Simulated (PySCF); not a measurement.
# Ag²⁺ (silver, charge +2) across methods

[Kr] 4d8 5p1, one real determinant (an excited configuration). All numbers are calculated (PySCF 2.14, a scalar-relativistic core potential, in aug-cc-pVTZ-PP with ECP28MDF (6s6p5d3f2g, 88 functions)).

```csv
method,E (hartree),mean ε 4d α (eV),mean ε 4d β (eV),mean ε 5p α (eV),Σ⟨r²⟩ (bohr²),⟨S²⟩
UHF,-144.59019,-43.338,-41.216,-19.138,33.99,3.754
LDA,-144.9946,-35.017,-33.368,-17.211,33.53,3.750
PBE,-145.3079,-34.868,-33.334,-17.072,33.51,3.751
LC-wPBE,-145.3305,-39.906,-38.345,-19.905,33.44,3.751
r2SCAN,-145.3595,-35.406,-33.750,-17.214,33.39,3.751
BLYP,-145.2752,-34.681,-33.274,-16.950,33.55,3.751
r2SCANh,-145.3468,-36.292,-34.601,-17.465,33.41,3.752
PBE0,-145.3042,-37.229,-35.563,-17.728,33.52,3.751
PW91,-145.3700,-34.939,-33.422,-17.140,33.47,3.751
```

⟨L²⟩ = 14.05 against 20 for a pure G term, so this real determinant mixes terms. Energies and moments cover only the electrons outside the core potential.
